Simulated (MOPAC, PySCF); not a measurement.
C2H4S2, SMILES `S1CSC1`, neutral singlet in the gas phase. 

Cartesian coordinates (Å):
```xyz
8

C     -1.2429     0.0408    -0.0222
S     -0.0377    -0.4581     1.2670
C      1.2429    -0.0409     0.0221
S      0.0373     0.4464    -1.2712
H     -1.8958    -0.7838    -0.3353
H     -1.8418     0.9126     0.2708
H      1.8510    -0.9070    -0.2685
H      1.8869     0.7900     0.3373
```
Charge 0, multiplicity 1.

All levels are single points at this geometry (PBE-D3(BJ)/def2-TZVP); Pople sets use spherical d functions. Orbital energies aren't observables, and empty levels follow the basis.

| level | HOMO (eV) | LUMO (eV) | gap (eV) | dipole (D) | vertical IE, Delta-SCF (eV) |
|---|---|---|---|---|---|
| PBE-D3(BJ)/def2-TZVP in PySCF | -5.33 | -2.10 | 3.24 | 0.01 | 8.35 |
| B3LYP/LANL2DZ in PySCF | -6.41 | -1.07 | 5.34 | 0.01 | – |
| SVWN5/6-31G* in PySCF | -5.30 | -2.05 | 3.25 | 0.01 | 8.40 |
| HF/STO-3G in PySCF | -6.81 | 9.49 | 16.30 | 0.01 | – |
| AM1 in MOPAC | -9.04 | -0.43 | 8.61 | 0.02 | – |
| PM3 in MOPAC | -9.39 | -1.02 | 8.38 | 0.02 | – |
